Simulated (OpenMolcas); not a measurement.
**Te: RASPT2 settings compared**

```json
{
 "Program": "OpenMolcas 26.06",
 "Basis": "ANO-RCC-VQZP [8s7p5d3f2g]",
 "Scalar Hamiltonian": "DKH4, point nucleus",
 "Active space": "6 electrons in 9 orbitals (RAS2 5s 5p; RAS3 5d, at most 2 electrons)",
 "State averaging": "2S+1 = 3 even, 3 roots; 2S+1 = 1 even, 6 roots",
 "Spin-orbit coupling": "state interaction with AMFI integrals over the reference wave functions, term energies averaged over their components"
}
```

Methods on the same reference wave functions:
A. RASSCF
B. SS-RASPT2, IPEA 0 Eh, imaginary shift 0.1 Eh (closed shells correlated: none)
C. SS-RASPT2, IPEA 0 Eh, imaginary shift 0.3 Eh (closed shells correlated: 4d)
D. SS-RASPT2, IPEA 0.35 Eh, imaginary shift 0.3 Eh (closed shells correlated: none)

Energies in eV above 5s² 5p⁴ ³P₂, the measured ground level; measured values from NIST Handbook of Basic Atomic Spectroscopic Data.

```tsv
Level	A	B	C	D	Measured
5s² 5p⁴ ³P₂	0.0000	0.0000	0.0000	0.0000	0.0000
5s² 5p⁴ ³P₁	0.5144	0.525	0.526	0.525	0.5890
5s² 5p⁴ ³P₀	0.5611	0.560	0.562	0.562	0.5835
5s² 5p⁴ ¹D₂	1.4635	1.286	1.275	1.290	1.3090
5s² 5p⁴ ¹S₀	2.9266	2.793	2.807	2.823	2.8762
```

Deviations, from unrounded energies. A percentage is the sum of absolute deviations over the sum of measured energies, with the sign that they share, or ± where signs differ.

| Against measurement | Levels | A | B | C | D |
| --- | --- | --- | --- | --- | --- |
| mean absolute deviation (cm-1) | 4 | 610 | 390 | 380 | 320 |
| fine structure of the ground term (%) | 2 | -8.3 | -7.5 | -7.2 | -7.3 |
| other terms of the ground configuration (%) | 2 | +4.9 | -2.5 | -2.5 | -1.7 |

D lies closest to measurement on these levels and A furthest from it. The largest miss of D in the table is 5s² 5p⁴ ³P₁, by -520 cm-1. The ranking rests on the paired levels alone, and a cruder setting can come out closer through cancelling errors.

Among B to D the level of the table that moves most is 5s² 5p⁴ ¹S₀, by 240 cm-1 (lowest in B, highest in D). Moves below CASPT2's spread within the term are not significant.

From A to B the spin-free energies of the other terms of 5s² 5p⁴ shown, above ³P, scale by factors of 0.82 to 0.94.

The lowest spin-free term lies below A's lowest term by 0.053 hartree in B, 0.530 hartree in C, 0.051 hartree in D.

CASPT2 does not keep the components of a term degenerate, so their means are used; among the terms shown or strongly mixed into the levels shown the widest spread is 59 cm-1 (5s² 5p⁴ ¹D, D). Active for correlation alone: 5d; no level in the range computed is led by a configuration that fills it, so any true level of that kind is missing. Measured partners are found by configuration, term and J. A level has none where our copy of the source lacks it or the pairing is in doubt (some pairs that miss far off the trend of their configuration count as doubtful), and it then counts in no deviation. Only configurations of the active space appear.
